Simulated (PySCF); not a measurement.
CH4AlClOS, SMILES C[S][Al]([OH])[Cl]. Heavy atoms are numbered as in [Al:1]([Cl:2])([OH:3])[S:5][CH3:6]. Hydrogens are named by the atom that carries them.

Geometry: B3LYP-D3(BJ)/def2-SVP. The structure was generated by enumeration; whether it is a known compound was not checked. One conformer was computed; it need not be the lowest.

All values below come from PBE/pcSseg-1 run with PySCF.

GIAO shieldings, no solvent; atoms alike by connectivity are averaged. δ = σ(ref) − σ: ³⁵Cl against HCl (σ = 936.5 ppm); ¹⁷O against H2O (σ = 334.3 ppm); ¹H against TMS (σ = 31.49 ppm); ³³S against H2S (σ = 706.5 ppm); ¹³C against TMS (σ = 182.0 ppm), references at their B3LYP-D3(BJ)/def2-TZVP geometries, non-relativistic (without spin–orbit terms, shifts of atoms bonded to Cl or Br come out too high).

```tsv
nucleus	atoms	count	δ (ppm)
³⁵Cl	Cl2	1	9.5
¹⁷O	O3 (OH)	1	53.7
¹H	H on C6	3	2.59
¹H	H on O3	1	2.46
³³S	S5	1	35.9
¹³C	C6 (CH3)	1	15.8
```
